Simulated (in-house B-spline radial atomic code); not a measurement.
Orbital energies and mean radii along the 18-electron series, configuration [Ne] 3s2 3p6. The effective charge is n√(-2ε), a non-relativistic measure. Computed with a B-spline radial code for spherical atoms: non-relativistic Hartree-Fock, average of the configuration, point nuclei.

This level leaves out relativity, spin-orbit splitting included, which matters for heavy ions.

```json
{"ion": "Tb47+", "Z": "65", "energy of 1s (Eh)": "-1915.04", "mean radius of 1s (bohr)": "0.023331", "energy of 3p (Eh)": "-150.64", "mean radius of 3p (bohr)": "0.22395", "energy of 2p (Eh)": "-385.71", "mean radius of 2p (bohr)": "0.08307", "effective charge of 1s": "61.888"}
{"ion": "Dy48+", "Z": "66", "energy of 1s (Eh)": "-1977.28", "mean radius of 1s (bohr)": "0.022974", "energy of 3p (Eh)": "-156.51", "mean radius of 3p (bohr)": "0.22", "energy of 2p (Eh)": "-399.72", "mean radius of 2p (bohr)": "0.081714", "effective charge of 1s": "62.885"}
{"ion": "Ho49+", "Z": "67", "energy of 1s (Eh)": "-2040.51", "mean radius of 1s (bohr)": "0.022628", "energy of 3p (Eh)": "-162.49", "mean radius of 3p (bohr)": "0.21618", "energy of 2p (Eh)": "-413.99", "mean radius of 2p (bohr)": "0.0804", "effective charge of 1s": "63.883"}
{"ion": "Er50+", "Z": "68", "energy of 1s (Eh)": "?", "mean radius of 1s (bohr)": "?", "energy of 3p (Eh)": "?", "mean radius of 3p (bohr)": "?", "energy of 2p (Eh)": "?", "mean radius of 2p (bohr)": "?", "effective charge of 1s": "?"}
{"ion": "Tm51+", "Z": "69", "energy of 1s (Eh)": "-2169.98", "mean radius of 1s (bohr)": "0.021966", "energy of 3p (Eh)": "-174.78", "mean radius of 3p (bohr)": "0.20893", "energy of 2p (Eh)": "-443.27", "mean radius of 2p (bohr)": "0.077896", "effective charge of 1s": "65.878"}
{"ion": "Yb52+", "Z": "70", "energy of 1s (Eh)": "-2236.22", "mean radius of 1s (bohr)": "0.021649", "energy of 3p (Eh)": "-181.09", "mean radius of 3p (bohr)": "0.20548", "energy of 2p (Eh)": "-458.29", "mean radius of 2p (bohr)": "0.076702", "effective charge of 1s": "66.876"}
{"ion": "Lu53+", "Z": "71", "energy of 1s (Eh)": "?", "mean radius of 1s (bohr)": "?", "energy of 3p (Eh)": "?", "mean radius of 3p (bohr)": "?", "energy of 2p (Eh)": "?", "mean radius of 2p (bohr)": "?", "effective charge of 1s": "?"}
{"ion": "Hf54+", "Z": "72", "energy of 1s (Eh)": "-2371.69", "mean radius of 1s (bohr)": "0.021042", "energy of 3p (Eh)": "-194.05", "mean radius of 3p (bohr)": "0.19892", "energy of 2p (Eh)": "-489.07", "mean radius of 2p (bohr)": "0.074419", "effective charge of 1s": "68.872"}
```

Task: Fill in the row of Er50+.

Result: energy of 1s (Eh): -2104.75; mean radius of 1s (bohr): 0.022292; energy of 3p (Eh): -168.58; mean radius of 3p (bohr): 0.21249; energy of 2p (Eh): -428.51; mean radius of 2p (bohr): 0.079128; effective charge of 1s: 64.881.

Task: Fill in the row of Lu53+.

Result: energy of 1s (Eh): -2303.46; mean radius of 1s (bohr): 0.021341; energy of 3p (Eh): -187.51; mean radius of 3p (bohr): 0.20215; energy of 2p (Eh): -473.56; mean radius of 2p (bohr): 0.075543; effective charge of 1s: 67.874.

Task: How does the screening of 1s change?

Result: Z less the effective charge goes from 3.11 at Z = 65 to 3.13 at Z = 72.
